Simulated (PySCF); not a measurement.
C2H2BF2N. Atoms are numbered in the order given.

```xyz
8

F      1.9626    -0.0775     0.0442
B      0.7313     0.2731     0.3294
C     -0.1254     1.5325     0.0777
N     -1.1247     0.7723    -0.2533
C     -0.6554    -0.5029     0.3530
F     -0.8272    -1.5776    -0.4531
H     -0.1246     2.6169    -0.0776
H     -1.1934    -0.6702     1.2989
```

Geometry optimised at PBE0-D3(BJ)/def2-SVP. The structure was generated by enumeration; whether it is a known compound was not checked.

These are TDDFT-PBE/def2-SVPD in PySCF values and carry that method's errors.

Vertical excitations. Isolated molecule, no solvent.

| state | energy (eV) | λ (nm) | f | main pairs |
|---|---|---|---|---|
| S1 | 3.93 | 316 | 0.010 | HOMO→LUMO 97 % |
| S2 | 4.63 | 268 | 0.006 | HOMO−1→LUMO 98 % |
| S3 | 5.80 | 214 | 0.044 | HOMO→LUMO+1 90 % |
| S4 | 5.92 | 209 | 0.005 | HOMO−2→LUMO 73 %, HOMO−3→LUMO 21 % |
| S5 | 6.44 | 192 | 0.003 | HOMO−1→LUMO+1 98 % |
| S6 | 6.64 | 187 | 0.010 | HOMO→LUMO+2 87 % |
| S7 | 7.02 | 177 | 0.037 | HOMO−3→LUMO 38 %, HOMO−4→LUMO 34 %, HOMO→LUMO+2 7 %, HOMO−2→LUMO 6 % |
| S8 | 7.32 | 169 | 0.000 | HOMO→LUMO+3 50 %, HOMO−4→LUMO 39 % |
| S9 | 7.48 | 166 | 0.060 | HOMO→LUMO+3 40 %, HOMO−4→LUMO 21 %, HOMO−1→LUMO+2 10 %, HOMO−3→LUMO 10 % |
| S10 | 7.53 | 165 | 0.023 | HOMO−1→LUMO+2 89 % |
| T1 | 2.97 | 418 | 0 | HOMO→LUMO 99 % |
| T2 | 4.13 | 300 | 0 | HOMO−1→LUMO 98 % |
| T3 | 4.92 | 252 | 0 | HOMO−2→LUMO 49 %, HOMO−3→LUMO 26 %, HOMO→LUMO+1 21 % |
| T4 | 5.07 | 244 | 0 | HOMO→LUMO+1 77 %, HOMO−2→LUMO 12 % |
Triplets are in the Tamm–Dancoff approximation, which puts them higher than full response would, so one can lie above its singlet here.
